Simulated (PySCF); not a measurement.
NMR problem set

Method: σ from GIAO-PBE0/pcSseg-1, structure optimised with GFN2-xTB, in PySCF 2.14.0 with density-fitted response routines (isolated molecule, one averaged value for each set of equivalent atoms, one conformer, non-relativistic).

References, each an isolated molecule treated in the same way: $^{1}$H (σ = 31.72 ppm) and $^{13}$C (σ = 186.93 ppm) against TMS. Splittings of carbon signals by F and P are missing where no couplings were computed. Where no couplings were computed, multiplicities follow the n + 1 count of equivalent neighbours, and m marks all less simple cases (inequivalent or close neighbours, rings, F or P nearby). Shifts are as computed. Against solution values, carbons near 30 ppm lie about +3 ppm off and those near 130 ppm about +5 ppm. Of 1309 compounds with measured shifts, 239 miss one by over three times the rms of a fit or turn the order of signals round; such compounds aren't used in these exercises. OH and NH positions are gas-phase values without hydrogen bonding to other molecules.

Question: C3H12N2OSi. $^{1}$H NMR (300 MHz, computed): δ 5.15 (t, 1H), 3.75 (q, 2H), 2.93 (d, 2H), 1.16 (t, 3H), 0.34 (br s, 4H). $^{13}$C{$^{1}$H} NMR (computed): δ 72.9 (CH2), 65.5 (CH2), 14.7 (CH3). Identify the compound.

Answer: SMILES CCOC[SiH](N)N. The formula gives 0 degrees of unsaturation. 3 carbon signals for 3 carbons: no two carbons are equivalent. Carbon types of the structure: 2 × CH2, 1 × CH3, leaving 5 H on heteroatoms. δC 72.9: sp3 CH2 bonded to O; pulled downfield by the heteroatom. δC 65.5: sp3 CH2 bonded to O and Si; deshielded by the electronegative neighbour. δC 14.7: methyl carbon; saturated and bonded to C and H only. δH 0.34: hydrogen on a nitrogen bonded to Si; labile proton, position sensitive to the medium.

The data come from this structure; uniqueness wasn't tested.

Question: C2H11FO2Si4. $^{1}$H NMR (600 MHz, computed): δ 5.64 (m, 2H), 5.63 (m, 1H), 5.17 (s, 3H), 5.16 (m, 2H), 5.15 (s, 3H). $^{13}$C{$^{1}$H} NMR (computed): δ 189.4 (C), 125.4 (CH). What is it?

Answer: `F/C(=C\[SiH2]O[SiH3])[SiH2]O[SiH3]`. Rings plus π bonds: 1 (no ring in the answer). 2 carbon signals for 2 carbons: no two carbons are equivalent. Carbon types of the structure: 1 × C, 1 × CH, leaving 10 H on heteroatoms. δC 189.4: fully substituted alkene carbon. δC 125.4: alkene CH; an sp2 carbon of a C=C bond. δH 5.63: hydrogen on an alkene CH; a vinylic proton, deshielded by the sp2 carbon and the C=C anisotropy. δH 5.17, 5.15: hydrogen on a silicon bonded to O.

The shifts were computed for this structure.
